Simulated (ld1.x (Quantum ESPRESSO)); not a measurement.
## Logarithmic derivatives: P (Z = 15), RRKJ

ld1.x (Quantum ESPRESSO) 7.5 input, shortened:

```
&input
   title='P', zed=15., rel=1, dft='WC', iswitch=3,
   config='[Ne] 3s2 3p2.75'
 /
 &inputp
   pseudotype=2, tm=.false., rho0=0.02, lloc=1,
   nlcc=.true., new_core_ps=.true., rcore=0.95
 /
2
3S  1  0   2.00   0.00  1.65  1.65  0.0
3P  2  1   2.75   0.00  1.20  1.20  0.0
 &test
   configts(1)='3s2 3p2.75'
 /
```

The phase is arctan(r·u′/u) with u = r·R(r), unwrapped; energies in Ry, scanned from -3 to 5 Ry. A pole is an energy at which the radial function vanishes at the test radius. The pseudo phase is shifted by a multiple of π to meet the all-electron one at the reference energy, and phase errors are pseudo minus all-electron; the curves can meet again beyond the range given. Levels narrower than the energy grid can be missing from the lists of poles.

| channel | radius (bohr) | reference energy (Ry) | poles, all-electron | poles, pseudo | unbroken range about the reference energy with phases within 0.05 rad | phase error 1 Ry above the reference energy (rad) |
| --- | --- | --- | --- | --- | --- | --- |
| s | 1.80 | -1.18 | 2.30 | 2.11 | below 4.5 | -0.004 |
| p | 1.80 | -0.55 | 3.35 | 2.84 | below 3.2 | -0.011 |

Phases in the s channel:

```tsv
E (Ry)	all-electron	pseudo
-3.00	0.986	0.982
-2.52	0.829	0.825
-2.04	0.548	0.545
-1.56	0.046	0.044
-1.08	-0.569	-0.569
-0.60	-0.983	-0.985
-0.12	-1.209	-1.213
0.36	-1.341	-1.346
0.84	-1.426	-1.433
1.32	-1.486	-1.496
1.80	-1.532	-1.544
2.28	-1.569	-1.584
2.76	-1.601	-1.620
3.24	-1.629	-1.654
3.72	-1.656	-1.688
4.20	-1.683	-1.724
4.68	-1.710	-1.766
```
